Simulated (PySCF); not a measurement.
Species: C5H11N2PSi.
Atom-mapped SMILES: `[N:1]#[C:2][C@@H:3]1[CH2:4][CH2:5][C@@H:6]1[NH:7][SiH2:8][PH2:9]`

NICS = −σ at a ghost point: NICS(0) at the centroid of the ring atoms, NICS(1) 1 Å to either side along the normal of their mean plane, zz for the tensor component along that normal. Level: GIAO PBE0/pcSseg-1 (PySCF, non-relativistic, gas phase) on the GFN2-xTB geometry, one conformer.

Ring bond lengths (Å), with Mayer bond orders in brackets: C3–C4 1.546 (1.00), C4–C5 1.535 (1.05), C5–C6 1.544 (1.01), C6–C3 1.563 (0.94).

Task: Give the NICS values of each ring in ppm.

Result: 
```json
{"ring": "C3–C4–C5–C6", "type": "4-membered carbocycle; formal bonds all single", "NICS(0)": "-1.6", "NICS(1), two faces": "-0.9 / -2.0", "NICS(1)zz, two faces": "4.7 / 0.5", "rms pucker (Å)": "0.09", "centre to ring atoms, mean (Å)": "1.09"}
```

Task: What can be read from them?

Result: 
- C3–C4–C5–C6: mean NICS(1)zz 2.6 ppm, near zero. C3, C4, C5, C6 have four or more neighbours, and the NICS criterion for π rings isn't applied. The two faces differ by 4.2 ppm, so no symmetry operation interchanges them.

Task: What is the mean of the two in-plane components of NICS at the second NICS(1) probe listed for ring C3–C4–C5–C6, 1 Å off the ring?

Result: The isotropic value is a third of the trace: (3 × -2.0 − (0.5))/2 = -3.2 ppm.

Task: What are the shieldings of the ring atoms and their hydrogens in the same run (means over atoms taken as equivalent)?

Result: 
```
  atoms                   environment  σ isotropic (ppm)
     C3  sp3 carbon next to a nitrile              153.4
     C4     four-membered-ring carbon              167.9
     C5     four-membered-ring carbon              150.5
     C6  sp3 carbon bound to nitrogen              136.4
H on C3              methine hydrogen              28.67
H on C4            methylene hydrogen              29.85
H on C4            methylene hydrogen              29.86
H on C5            methylene hydrogen              29.17
H on C5            methylene hydrogen              29.72
H on C6              methine hydrogen              28.08
```

Shape of the structure used: `[N:1]#[C:2][C@@H:3]1[CH2:4][CH2:5][C@@H:6]1[NH:7][SiH2:8][PH2:9]`: C5–C6–N7–Si8 112°, C6–N7–Si8–P9 17°, H–P9–Si8–N7 77°, H–P9–Si8–N7 170°.
